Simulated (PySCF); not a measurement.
thionyl fluoride (F2OS), SMILES S(F)(F)=O. Coordinates come from a PBE0-D3(BJ)/def2-TZVP optimisation.

PySCF 2.14.0 with TDDFT-PBE/def2-SVPD puts the lowest singlet excitations at 6.46, 7.45, 8.02, 8.38, 8.43, 8.62 eV.

Task: What are the lowest excitation roots from ADC(2)/aug-cc-pVDZ in PySCF? (The exact figures need the calculation; the answer reports its results.)

Result: 6.61, 7.81, 8.51, 8.74, 9.00, 9.11 eV. S1 differs by 0.15 eV (second minus first; roots are paired by order, and the bases may differ).
